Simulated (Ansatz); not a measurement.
Reaction (redistribution): `B[C]1([AlH2])CC1` + `C[Si](N)(O)[SiH3]` → `N[Si](O)([AlH2])[SiH3]` + `BC1(C)CC1`

Computed with Ansatz on PBE0-D4/def2-TZVP structures; ΔE is electronic, products minus reactants. CBS: MP2 limit from def2 TZ/QZ plus the TZ coupled-cluster correction, frozen cores. DFT in def2-TZVPP. B3LYP here is the variant with VWN-RPA as its local correlation; programs differ in this. One conformer a species, not always the lowest.

`B[C]1([AlH2])CC1`:

Cartesian coordinates in Å:
```
B 1.005 1.103 -0.839
C 0.189 0.194 0.073
Al -0.657 0.822 1.694
C -0.704 -0.733 -0.828
C 0.411 -1.318 -0.089
H 1.602 0.628 -1.772
H 1.045 2.293 -0.687
H -1.592 -0.203 2.478
H -0.444 2.299 2.235
H -0.609 -0.613 -1.901
H -1.718 -0.910 -0.487
H 1.291 -1.620 -0.646
H 0.182 -1.942 0.768
```

`C[Si](N)(O)[SiH3]`:

Z-matrix (Å, degrees):
```
C
Si 1 1.866
H 1 1.094 2 110.9
H 1 1.093 2 111.3 3 120.5
H 1 1.092 2 110.5 3 -119.7
N 2 1.721 1 106.0 3 -54.7
O 2 1.653 1 112.7 3 65.2
Si 2 2.347 1 112.1 3 -179.1
H 6 1.007 2 121.6 1 -169.6
H 6 1.007 2 120.3 1 -21.1
H 7 0.960 2 115.7 1 -73.4
H 8 1.492 2 109.8 1 53.4
H 8 1.491 2 110.6 1 171.8
H 8 1.489 2 112.9 1 -66.8
```

`N[Si](O)([AlH2])[SiH3]`:

Z-matrix (Å, degrees):
```
Si
O 1 1.669
Al 1 2.469 2 113.1
N 1 1.725 2 115.8 3 120.1
Si 1 2.343 2 103.2 3 -124.3
H 2 0.959 1 117.0 3 -57.8
H 3 1.590 1 122.5 2 -106.3
H 3 1.597 1 119.9 2 74.9
H 4 1.007 1 121.9 2 -83.4
H 4 1.009 1 122.1 2 69.8
H 5 1.492 1 111.2 2 -73.1
H 5 1.490 1 109.5 2 167.9
H 5 1.488 1 111.7 2 48.1
```

`BC1(C)CC1`:

Z-matrix (Å, degrees):
```
C
C 1 1.510
C 1 1.527 2 116.6
B 1 1.523 2 121.1 3 151.6
C 1 1.538 2 116.3 3 -64.8
H 2 1.093 1 111.1 3 -87.7
H 2 1.093 1 111.2 3 152.5
H 2 1.094 1 111.6 3 32.2
H 3 1.084 1 115.0 2 4.3
H 3 1.082 1 118.2 2 145.2
H 4 1.199 1 121.8 2 3.2
H 4 1.200 1 119.1 2 -177.9
H 5 1.082 1 118.5 2 -144.8
H 5 1.084 1 114.6 2 -4.2
```

Is it downhill or uphill in electronic energy at CCSD(T)/CBS, and by how much? (Best estimate.)

The calculation gave: Uphill: ΔE = +0.62 eV.

What do these levels give: r2SCAN-D4, PBE0-D4, B3LYP-D4, PBE, PBE0, B3LYP, HF/def2-TZVPP, SCS-MP2/def2-TZVPP, CCSD/def2-TZVPP, CCSD(T)/def2-TZVPP, MP2/def2-QZVPP, HF/CBS(def2)? (An estimate is asked.)

Computed: r2SCAN-D4 0.61, PBE0-D4 0.51, B3LYP-D4 0.57, PBE 0.45, PBE0 0.50, B3LYP 0.56, HF/def2-TZVPP 0.61, SCS-MP2/def2-TZVPP 0.66, CCSD/def2-TZVPP 0.60, CCSD(T)/def2-TZVPP 0.60, MP2/def2-QZVPP 0.72, HF/CBS(def2) 0.62 eV.

Largest T1 diagnostic among the species: 0.013.

From PBE to PBE0 (25 % exact exchange), in def2-TZVPP and without D4, ΔE moves by +0.05 eV.
